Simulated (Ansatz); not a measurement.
Reaction (atomization): `BC(=C)[O][GeH3]` → B• + 2 C• + Ge• + 7 H• + O•

Isolated molecules relaxed with PBE0-D4/def2-TZVP in Ansatz; ΔE leaves out vibrations. CCSD(T)/CBS adds triple-zeta CCSD(T) − MP2 to the extrapolated MP2 energy (def2 sets, frozen cores). This one scheme is used for every species, atoms too. DFT in def2-TZVPP. B3LYP here is the variant with VWN-RPA as its local correlation; programs differ in this. No spin–orbit coupling; open shells (•) take unrestricted orbitals. Spin–orbit coupling would lower the free atoms: a little for B, C, O; clearly for Ge. For Ge outer-core shells are correlated without core-valence functions, so the limit isn't a true one: a few kJ/mol of doubt a bond, and 10 to 20 or more in all where bonds break to atoms. Scalar relativity is left out up to krypton. Each species was taken in one conformer, which may not be the lowest.

`BC(=C)[O][GeH3]`:

Z-matrix (Å, degrees):
```
Ge
O 1 1.793
H 1 1.536 2 109.6
H 1 1.531 2 102.0 3 118.8
H 1 1.536 2 109.6 3 -122.4
C 2 1.360 1 123.6 3 61.0
C 6 1.347 2 117.9 1 -180.0
B 6 1.537 2 124.0 1 0.1
H 7 1.081 6 119.5 2 180.0
H 7 1.086 6 121.8 2 -0.0
H 8 1.198 6 121.9 2 0.1
H 8 1.193 6 118.8 2 -179.9
```

CCSD(T)/CBS gives +44.67 eV.

(1) Another level gave +44.35 eV. Which?
A. ωB97X-V/def2-TZVPP
B. r2SCAN-D4/def2-TZVPP
C. PBE-D4/def2-TZVPP
D. B3LYP/def2-TZVPP

Largest T1 diagnostic among the species: 0.014.

Answers

(1) D. B3LYP 44.35, ωB97X-V 44.83, r2SCAN-D4 44.96, PBE-D4 45.49 eV.

In def2-TZVPP, CCSD(T) changes the Hartree–Fock value by +10.80 eV (the triples alone add +0.68 eV) and MP2 by +11.37 eV; breaking electron pairs costs correlation energy, which Hartree–Fock lacks. The D4 term adds +0.41 eV with B3LYP and +0.21 eV with PBE0; it sums over pairs of atoms, weighted by their polarisabilities, and B3LYP, whose exchange is more repulsive, gets the larger term. From PBE to PBE0 (25 % exact exchange), in def2-TZVPP and without D4, ΔE moves by −0.72 eV: exact exchange takes away binding that semilocal exchange gives to molecules.

For atomizations the MP2-based limit and the directly extrapolated one differ by several kJ/mol either way, and by 10 to 25 for some Ge, Se and Sn compounds, so smaller differences from it don't rank the levels.
